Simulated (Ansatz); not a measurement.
Consider the silylene formation by 1,1-elimination: `C#C[SiH2]C(=O)O` → `C#CC(=O)O` + `[SiH2]`.

Gas-phase electronic energies from Ansatz, PBE0-D4/def2-TZVP geometries. CBS: MP2 limit from def2 TZ/QZ plus the TZ coupled-cluster correction, frozen cores. This one scheme is used for every species. DFT in def2-TZVPP. B3LYP here is the variant with VWN-RPA as its local correlation; programs differ in this. Each species was taken in one conformer, which may not be the lowest.

CCSD(T)/CBS gives +2.94 eV.

(1) Another level gave +3.06 eV. Which?
A. LDA (SPW92)/def2-TZVPP
B. RPA@PBE/def2-TZVPP
C. PBE0-D4/def2-TZVPP
D. B3LYP-D4/def2-TZVPP

Largest T1 diagnostic among the species: 0.016.

Answers

(1) A. LDA (SPW92) 3.06, B3LYP-D4 2.84, PBE0-D4 2.95, RPA@PBE/def2-TZVPP 2.65 eV.

The D4 term adds +0.13 eV with B3LYP and +0.07 eV with PBE0; it sums over pairs of atoms, weighted by their polarisabilities, and B3LYP, whose exchange is more repulsive, gets the larger term. From PBE to PBE0 (25 % exact exchange), in def2-TZVPP and without D4, ΔE moves by +0.08 eV.
